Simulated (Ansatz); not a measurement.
System: H$_{6}$Se, charge 0, multiplicity 1. 
Geometry from a B3LYP-D3(BJ)/def2-TZVP (Ansatz, a first-principles code) optimisation:
```xyz
7

Se     0.0000     0.0000     0.0000
H      1.5612     0.0042     0.0010
H     -1.5612    -0.0042    -0.0010
H     -0.0042     1.5612     0.0049
H      0.0042    -1.5612    -0.0049
H     -0.0010    -0.0049     1.5612
H      0.0010     0.0049    -1.5612
```

Basis-set convergence of Hartree-Fock and CCSD(T) correlation energies (hartree) with Ansatz. Valence correlation only, unless marked. Spin-orbit coupling is left out. The frozen core is the preceding noble-gas configuration, with the filled d and f shells of earlier blocks. No relativistic terms.

| basis | functions | E(HF) | E(corr, CCSD(T)) |
|---|---|---|---|
| cc-pVDZ | 57 | -2403.01091 | -0.24615 |
| cc-pVTZ | 127 | -2403.09376 | -0.30289 |
| cc-pVQZ | 248 | -2403.09881 | -0.31954 |

Extrapolating the two largest sets (X = 3 and 4) as X^-3: E(corr) = (64·(-0.31954) - 27·(-0.30289))/37 = -0.3317 Eh, an estimate of the basis-set limit. The largest set recovers 96.3 % of it, the smallest 74.2 %.
